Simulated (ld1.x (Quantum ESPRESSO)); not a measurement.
## Scattering properties, TM semilocal potential for Zn

Zn, norm-conserving Troullier–Martins (semilocal form), made with ld1.x (Quantum ESPRESSO) 7.5 (LDA (PZ), non-relativistic). Core [Ne], reference 3s2 3p6 3d10 4s0 4p0 (charge +2). Waves: 3s (bound): rc 1.20 bohr; 3d (bound): rc 0.65 bohr; 3p (bound): rc 0.85 bohr. Local part: the p channel. Core correction: a·sin(br)/r model core inside 0.70 bohr.

The phase is arctan(r·u′/u) with u = r·R(r), unwrapped; energies in Ry, scanned from -13 to 5 Ry. A pole is an energy at which the radial function vanishes at the test radius. The pseudo phase is shifted by a multiple of π to meet the all-electron one at the reference energy, and phase errors are pseudo minus all-electron; the curves can meet again beyond the range given. Levels narrower than the energy grid can be missing from the lists of poles.

| channel | radius (bohr) | reference energy (Ry) | poles, all-electron | poles, pseudo | unbroken range about the reference energy with phases within 0.05 rad | phase error 1 Ry above the reference energy (rad) |
| --- | --- | --- | --- | --- | --- | --- |
| s | 1.31 | -10.67 | -9.87 | -9.89 | below -4.0 | -0.004 |
| p | 1.31 | -7.57 | -6.57 | -6.58 | below 3.4 | -0.000 |
| d | 1.31 | -2.31 | -0.85 | -0.85 | the whole range | +0.000 |

Phases in the d channel:

```tsv
E (Ry)	all-electron	pseudo
-13.00	1.345	1.345
-12.52	1.340	1.340
-12.04	1.334	1.334
-11.56	1.328	1.328
-11.08	1.322	1.322
-10.60	1.315	1.315
-10.12	1.307	1.307
-9.64	1.299	1.299
-9.16	1.289	1.289
-8.68	1.278	1.279
-8.20	1.266	1.266
-7.72	1.252	1.252
-7.24	1.236	1.236
-6.76	1.217	1.217
-6.28	1.193	1.193
-5.80	1.163	1.163
-5.32	1.123	1.123
-4.84	1.068	1.069
-4.36	0.986	0.986
-3.88	0.849	0.849
-3.40	0.581	0.581
-2.92	0.004	0.005
-2.44	-0.774	-0.774
-1.96	-1.218	-1.218
-1.48	-1.427	-1.427
-1.00	-1.545	-1.544
-0.52	-1.621	-1.621
-0.04	-1.677	-1.677
0.44	-1.723	-1.722
0.92	-1.762	-1.761
1.40	-1.799	-1.798
1.88	-1.835	-1.833
2.36	-1.872	-1.870
2.84	-1.911	-1.909
3.32	-1.955	-1.952
3.80	-2.006	-2.002
4.28	-2.066	-2.060
4.76	-2.140	-2.132
```
